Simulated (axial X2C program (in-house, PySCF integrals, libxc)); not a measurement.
NSbO: properties at the nuclei

Calculated with an in-house all-electron X2C program for linear molecules (integrals from PySCF): two-component X2C with atomic mean-field Coulomb and Gaunt terms, Gaussian nuclei, basis N dyall-av3z, Sb dyall-v3z, O dyall-av3z with contracted cores.

N–Sb–O held linear, with bonds 1.804 and 1.808 Å (near the PBE0 minimum at charge 0 of the determinant lowest at the starting distance; the state shown can have its own minimum elsewhere, held linear; other orders of the atoms were not compared).

Determinant lowest in the PBE0 search, Ω = 0 (closed shell), highest spinor 60% N p, 21% O p, 9% Sb d:

```csv
level,qzz N (a.u.),qzz Sb (a.u.),qzz O (a.u.),μ (D)
PBE0,0.99,-5.16,1.87,0.27
HF,1.02,-9.11,2.14,0.45
TPSSh,1.00,-4.29,1.80,0.26
```

qzz is the electric field gradient, eQq0 = 234.96 MHz × Q/barn × qzz; μ is positive if the O end (last atom) is positive. The operators were transformed with the bare-nucleus X2C matrices; with these basis sets, hyperfine constants and field gradients can be off by tens of per cent, and where levels differ in sign neither size nor sign is settled.

(1) With Q(14N) = 0.02044 barn, Q(17O) = -0.02558 barn (Q from Pyykkö, Mol. Phys. 2018), turn the PBE0 values of the first state into constants in MHz.

The molecule was held linear; bending was not examined, so a bent shape may lie lower.

Each state is one determinant with collinear spin. The search compared states at one distance, so a state with another bond length can lie lower. Further determinants of the search, some of them spin-mixed, are not shown. Where a field gradient or hyperfine factor spreads by more than a factor of two over the levels, a constant derived from it is not to be relied on.

Answers

(1) eQq0(14N) = 234.96 × (0.02044) × (0.99) = 4.75 MHz; eQq0(17O) = 234.96 × (-0.02558) × (1.87) = -11.2 MHz.
